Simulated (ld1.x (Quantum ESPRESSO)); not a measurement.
Sb, ultrasoft: configuration errors across variants

- Element: antimony (Sb)
- Generator: ld1.x (Quantum ESPRESSO) 7.5
- Type: ultrasoft
- Functional: PBE
- Relativity: scalar-relativistic
- Frozen core: [Ar] 3d10 4s2
- Valence charge: 21
- Reference configuration: 4p6 4d10 5s2 5p3
- Partial waves: 5s (bound): rcut 1.55, rcutus 1.95 bohr; 5s channel at -0.65 Ry: rcut 1.55, rcutus 1.95 bohr; 4p (bound): rcut 1.40, rcutus 1.55 bohr; 5p (bound): rcut 1.40, rcutus 1.55 bohr; 4d (bound): rcut 0.80, rcutus 0.90 bohr; 4d channel at -0.9 Ry: rcut 0.80, rcutus 0.90 bohr
- Local potential: all-electron potential smoothed inside 1.05 bohr (lloc = -2)
- Core correction: none
- Augmentation charge: PSQ, inside the norm-conserving radii

All-electron excitation energies from the reference (eV): (1) 4p6 4d10 5s2 5p2 8.317; (2) 4p6 4d10 5s2 5p1 24.285; (3) 4p6 4d10 5s2 5p0 48.698; (4) 4p6 4d10 5s1 5p4 8.112; (5) 4p6 4d10 5s2 5p3.3 -1.159; (6) 4p6 4d10 5s0 5p5 16.431; (7) 4p6 4d10 5s2 5p2.5 3.262.

The overlap operator is not positive definite (basis up to 400 Ry) in “base”, “wave 4d channel at -0.9 Ry: rcut 0.80, rcutus 0.90 bohr becomes 4d channel at -1.55 Ry: rcut 0.80, rcutus 0.90 bohr”, “local potential all-electron potential smoothed inside 0.75 bohr (lloc = -1)”, “augmentation built from norm-conserving waves at rcut, not smoothed further”, “waves 4d (bound): rcut 0.68, rcutus 0.72 bohr; 4d channel at -0.9 Ry: rcut 0.68, rcutus 0.72 bohr”, “local potential all-electron potential smoothed inside 0.86 bohr (lloc = -2)”. Such files are unfit for use, however small their errors in these radial tests.

Tests that are not counted but printed errors over 1 eV. “local potential all-electron potential smoothed inside 0.75 bohr (lloc = -1)”: 4p6 4d10 5s2 5p0 (pseudo-atom not self-consistent, printed error -423 eV).

3 further variants failed, have other tests or another functional or relativity, and are left out.

A true bound ghost makes a file unfit for plane-wave use even where its test errors are small: the radial tests pick states by their node count and pass the ghost by.

The file “augmentation built from norm-conserving waves at rcut, not smoothed further” misses its own reference levels by 4.3 eV.

Errors AE − PS in meV (a dash: test not solved or not reliable):

| change | (1) | (2) | (3) | (4) | (5) | (6) | (7) | bound ghosts |
| --- | --- | --- | --- | --- | --- | --- | --- | --- |
| base | -18 | -148 | -664 | -118 | -0.4 | -469 | -3.0 | s (p not tested, overlap not positive) |
| wave 4d channel at -0.9 Ry: rcut 0.80, rcutus 0.90 bohr becomes 4d channel at -1.55 Ry: rcut 0.80, rcutus 0.90 bohr | -18 | -148 | -665 | -118 | -0.4 | -469 | -3.0 | s (p not tested, overlap not positive) |
| local potential all-electron potential smoothed inside 0.75 bohr (lloc = -1) | -21 | -171 | – | -120 | -0.3 | -467 | -3.5 | not determined (overlap not positive) |
| augmentation built from norm-conserving waves at rcut, not smoothed further | +1189 | +3490 | +7120 | -3435 | -170 | -7363 | +468 | not determined (overlap not positive) |
| local potential all-electron potential smoothed inside 1.22 bohr (lloc = -2) | -19 | -154 | -699 | -126 | -0.2 | -510 | -3.3 | s |
| waves 4d (bound): rcut 0.68, rcutus 0.72 bohr; 4d channel at -0.9 Ry: rcut 0.68, rcutus 0.72 bohr | -18 | -139 | -603 | -98 | -0.2 | -410 | -3.2 | s (p not tested, overlap not positive) |
| waves 4p (bound): rcut 1.30, rcutus 1.38 bohr; 5p (bound): rcut 1.30, rcutus 1.38 bohr | -4.1 | -25 | -86 | -35 | -0.1 | -142 | -0.9 | s |
| local potential all-electron potential smoothed inside 0.86 bohr (lloc = -2) | -19 | -151 | -672 | -116 | -0.3 | -466 | -3.3 | s (p not tested, overlap not positive) |

Q: Give the same row for: type RRKJ; waves now 5s (bound): rc 1.95 bohr; 4p (bound): rc 1.55 bohr; 4d (bound): rc 0.90 bohr; local potential the d channel; rho0 0.005.

A: -273, -690, -1266, +211, +55, +433, -119; bound ghosts: s.
